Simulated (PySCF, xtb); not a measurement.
C2H4F2OSi, SMILES O=C[Si@@H](F)CF.

xtb 6.7.1 with GFN2-xTB at its own geometry gives an orbital gap of 2.42 eV and a dipole moment of 1.09 D.

Geometry: B3LYP-D3(BJ)/def2-SVP. The structure was generated by enumeration; whether it is a known compound was not checked. One conformer was computed; it need not be the lowest.

Q: What does PBE/def2-TZVP (PySCF) give? (An estimate is asked for; the answer gives what the named calculation found.)

A: gap 2.68 eV (levels -5.99 and -3.31 eV), dipole 0.93 D.
